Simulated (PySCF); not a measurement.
# Unknown compound

Molecular formula: C₅H₁₀O₃. Simulated spectra:

¹H NMR (400 MHz, computed): δ 5.24 (d, J = 7.8 Hz, 2H), 5.07 (d, J = 7.8 Hz, 2H), 4.43 (t, J = 5.5 Hz, 1H), 1.53 (qd, J = 8.6, 5.5 Hz, 2H), 0.89 (t, J = 8.6 Hz, 3H).

¹³C{¹H} NMR (computed): δ 107.2, 97.8, 31.7, 9.3.

How the numbers were obtained: σ from GIAO-PBE/pcSseg-1, coordinates at the PBE0-D3(BJ)/def2-SVP level, couplings computed with B3LYP/pcJ-1 (without the spin–dipole term), in PySCF 2.14.0 with density-fitted response routines (no relativistic terms, isolated molecule, one averaged value for each set of equivalent atoms, one conformer).

Scale: ¹H (31.20 ppm) and ¹³C (180.03 ppm) against TMS (reference shieldings calculated alike).

**Question.** What is the structure?

**Answer.** 
1. The formula gives 1 degree of unsaturation (1 ring in the answer).
2. 4 carbon signals for 5 carbons: some carbons are equivalent by symmetry or fast rotation.
3. Carbon types of the structure: 1 × CH, 3 × CH2, 1 × CH3, which accounts for all hydrogens.
4. δC 107.2, 97.8: sp3 carbon bearing two oxygens; 2 electronegative neighbours deshield it.
5. δC 31.7: sp3 CH2; a saturated carbon with 2 carbon neighbours and no heteroatom attached.
6. δC 9.3: methyl carbon; a saturated carbon with 1 carbon neighbour and no heteroatom attached.
7. δH 5.24, 5.07, 4.43: hydrogen on an sp3 carbon bearing two oxygens; its carbon carries O, which withdraws density.
8. δH 1.53: hydrogen on an sp3 CH2.
9. δH 0.89: hydrogen on a methyl carbon; far from electronegative atoms and π systems.
10. The protons at 0.89 and 1.53 share a coupling of 8.6 Hz (vicinal).
11. The protons at 5.24 and 5.07 share a coupling of 7.8 Hz (geminal).
12. The protons at 1.53 and 4.43 share a coupling of 5.5 Hz (vicinal).

Structure: `CCC1OCOCO1`.

This is the structure that produced the data.

Multiplet labels drop couplings under 1 Hz and merge nearly equal ones. Unscaled 3J(H,H) at this level run about 10 % above measured values. Shifts are as computed. Against solution values, carbons near 30 ppm lie about +2 ppm off and those near 130 ppm about +2 ppm. Of 1211 compounds with measured shifts, 218 miss one by over three times the rms of a fit or turn the order of signals round; such compounds aren't used in these exercises. Chain 3J(H,H) values assume equally populated staggered rotamers: (2 J gauche + J anti)/3.
